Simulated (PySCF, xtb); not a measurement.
Mo(NH)(S)(Cl)2 (Cl₂HMoNS), SMILES [NH]=[Mo](=[S])([Cl])[Cl], multiplicity 1.

Harmonic wavenumbers (cm⁻¹) from GFN2-xTB (xtb) at its own minimum, in rising order: 108, 125, 140, 162, 197, 332, 342, 515, 575, 656, 1002, 3435.

Task: What does B3LYP-D3(BJ)/def2-SVP run with PySCF give at its own minimum? (Estimate from the structure and the level; the computed values follow.)

Result: 112, 146, 156, 215, 259, 392, 422, 527, 578, 610, 1016, 3565. Paired by order, the mean absolute difference is 42 cm⁻¹ and the zero-point energies are 10.8 and 11.4 kcal/mol.
